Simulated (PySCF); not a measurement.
F2La (SMILES [F][La+][F]), charge +1, singlet, at a GFN2-xTB geometry (such geometries of metal compounds can be far from the true shape) (the multiplicity is a formal guess) (core potentials on La). Base run: PySCF with M062X/def2-SVP.

Input for PySCF:
```python
from pyscf import gto, scf, dft

mol = gto.M(
    atom='''
La    0.33966094    0.23556775    0.06908115
F    -1.54856663    0.24526234   -1.27331975
F    -0.60261932   -1.73719143    0.83580577
''',
    basis='def2-svp',
    ecp={'La': 'def2-svp'},
    charge=1,
    verbose=3,
)

mf = dft.RKS(mol)
mf.xc = 'm062x'
mf.kernel()
mf.analyze()
```

Each row names what was changed in the base input (with any setting that the change needs).

```
change                                           ΔE vs base (mEh)  fitting functions                outcome
-----------------------------------------------  ----------------  -----------------  ---------------------
base                                                        0.000                  -              converged
auxbasis = def2-tzvp-ri                                         -                  -  stopped with an error
auxbasis = autoaux                                         -0.026                496              converged
auxbasis = default (with mf = mf.density_fit())             0.065                381              converged
auxbasis = def2-universal-jfit                              8.414                187              converged
only_dfj = on; auxbasis = def2-universal-jfit              -0.133                187              converged
auxbasis = cc-pvtz-ri                                           -                  -  stopped with an error
auxbasis = cc-pvqz-jkfit                                        -                  -  stopped with an error
auxbasis = def2-svp-ri                                          -                  -  stopped with an error
auxbasis = even-tempered beta=3.0                               ?                  ?              converged
```

What belongs in the gaps?


- auxbasis = even-tempered beta=3.0, ΔE vs base (mEh): -15.682
- auxbasis = even-tempered beta=3.0, fitting functions: 305

A fitting set is made for a task (jfit for Coulomb, jkfit for Coulomb and exchange, ri for correlation) and for a family of orbital bases.

- auxbasis = def2-tzvp-ri: ended with `pyscf.lib.exceptions.BasisNotFoundError: Basis set not found for La in def2-tzvp-ri`
- auxbasis = cc-pvtz-ri: ended with `pyscf.lib.exceptions.BasisNotFoundError: Basis set not found for La in cc-pvtz-ri`
- auxbasis = cc-pvqz-jkfit: ended with `pyscf.lib.exceptions.BasisNotFoundError: Basis set not found for La in cc-pvqz-jkfit`
